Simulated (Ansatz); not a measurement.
```yaml
crystal:
  periodic: [false, false, false]
  atoms:
    - {symbol: Sn, position_ang: [0.864349, 1.534076, -1.288124]}
    - {symbol: Sn, position_ang: [-0.425342, -2.174733, -0.580481]}
    - {symbol: Sn, position_ang: [-0.421334, 1.230916, 2.602568]}
    - {symbol: Br, position_ang: [3.230404, 2.366594, -2.071545]}
    - {symbol: Br, position_ang: [0.245232, -1.179753, -2.964652]}
    - {symbol: Br, position_ang: [1.087822, -4.287428, -0.188085]}
    - {symbol: Br, position_ang: [-2.725191, -3.297750, -1.175538]}
    - {symbol: Br, position_ang: [1.827457, -0.396642, 0.467836]}
    - {symbol: Br, position_ang: [0.642233, 3.278060, 1.074880]}
    - {symbol: Br, position_ang: [-2.363119, 2.688365, 3.612191]}
    - {symbol: Br, position_ang: [-1.962521, 0.238315, 0.510950]}
basis:
  gaussian: {orbitals: def2-TZVP, initial_orbitals: start.molden}
total_charge: -1
magnetization: {spin_polarized: true, initial_magnetization: 1}
hamiltonian: {xc: pbe0, dispersion: d4}
scf: {omitted_lower_state_checks: [starts]}
output: {orbitals: {seedname: orbitals}}
```

The file start.molden holds the orbitals of an earlier run on this structure, at another level or in another basis.

```sh
$ ansatz run in.yaml --threads 4 --pin off --events-out ev --progress --plain --max-ram 6963MiB
```

**Question.** Does this run fit into the memory that it is given?

**Answer.** No. It has 534 basis functions, and Ansatz plans for 17 GiB where 7 GiB are given.
